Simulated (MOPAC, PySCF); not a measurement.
C$_{8}$H$_{10}$SSi, SMILES `C=Cc1ccc(S)cc1[SiH3]` (C–C–C–C torsion 16°, C–C–S–H torsion -2°), neutral singlet in the gas phase. 

Z-matrix (Å, degrees):
```
C
C 1 1.4066
C 2 1.3903 1 121.86
H 2 1.0918 3 118.61 1 178.97
H 3 1.0925 2 119.61 4 -0.65
C 3 1.4030 5 120.30 2 -179.42
C 6 1.4029 3 118.72 5 179.22
H 7 1.0933 6 118.77 3 -179.92
C 7 1.4025 8 119.57 6 179.97
C 1 1.4722 2 121.22 4 1.68
C 10 1.3414 1 127.18 2 15.94
H 11 1.0922 10 120.83 1 -179.44
H 11 1.0935 12 116.68 10 179.43
H 10 1.0958 11 117.19 12 0.96
S 6 1.7758 7 118.00 8 -0.37
H 15 1.3513 6 96.72 7 178.94
Si 9 1.8883 7 117.78 8 -0.76
H 17 1.4908 9 107.80 7 0.57
H 17 1.4920 18 109.11 8 121.21
H 17 1.4934 18 108.85 19 117.29
```
Charge 0, spin multiplicity 1.

All levels are single points at this geometry (B3LYP-D3(BJ)/def2-SVP); Pople sets use spherical d functions. Orbital energies aren't observables, and empty levels follow the basis.

PBE-D3(BJ)/def2-TZVP in PySCF gives gap (eV) = 3.09.

Problem. Estimate the gap (eV) from each of these levels: ωB97X-D3(BJ)/def2-TZVP in PySCF; B3LYP/6-31G* in PySCF; BP86/6-31G* in PySCF; M06-2X/6-31G* in PySCF; SVWN5/6-31G* in PySCF; HF/3-21G in PySCF; HF/STO-3G in PySCF; PM7 in MOPAC.

Solution. 
| level | gap (eV) |
|---|---|
| ωB97X-D3(BJ)/def2-TZVP in PySCF | 8.80 |
| B3LYP/6-31G* in PySCF | 4.62 |
| BP86/6-31G* in PySCF | 3.23 |
| M06-2X/6-31G* in PySCF | 6.75 |
| SVWN5/6-31G* in PySCF | 3.19 |
| HF/3-21G in PySCF | 10.48 |
| HF/STO-3G in PySCF | 11.88 |
| PM7 in MOPAC | 7.92 |
